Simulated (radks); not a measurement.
Neutral gallium inside a hard spherical wall (all orbitals vanish at R), configuration held at [Ar] 3d10 4s2 4p1 and not refilled when levels cross. Calculated with a radial shooting solver on a logarithmic mesh with Libxc functionals: non-relativistic Kohn-Sham, PBE, spin-polarised, spherical densities, point nucleus; open shells are filled with parallel spins first. Eigenvalues in eV for spin up, with the zero of energy where the potential of the charges vanishes at infinity; a dash marks a level that is unbound or too diffuse for the functional's potential to be trusted. A positive occupied level is held by the wall or, in an anion where self-interaction has pushed it up, behind a barrier. The pressure on the wall is -dE/dV.

R (bohr)  E (hartree)  kinetic (hartree)    e(3p)    e(3d)   e(4s)   e(4p)  e(5s, empty)  e(5p, empty)  pressure (GPa)
free      -1924.57049           1923.275  -97.665  -19.729  -8.983  -2.907             -             -               0
15        -1924.57048           1923.275  -97.663  -19.727  -8.982  -2.906        -0.368         0.604        < 0.0001
12        -1924.57035           1923.276  -97.645  -19.708  -8.968  -2.891        -0.055         1.315         0.00195
10        -1924.56969           1923.281  -97.580  -19.644  -8.920  -2.835         0.568         2.480          0.0166
6         -1924.53672           1923.448  -96.378  -18.461  -8.040  -1.538         7.783        12.670            2.30
3.5       -1923.92346           1925.707  -89.211  -11.520  -0.041   9.558        49.462        60.211             170
3         -1923.24126           1927.958  -84.572   -7.011   7.115  18.603        79.360        92.254             525
2.5       -1921.58049           1933.237  -76.175    1.372  22.765  37.300        136.37        151.64            1950
2         -1916.82044           1947.943  -59.029   19.448  62.704  82.062        259.40        275.94            9520
1.5       -1899.22278           2000.065  -15.414   67.825  189.22  213.58        579.71        588.76           71000
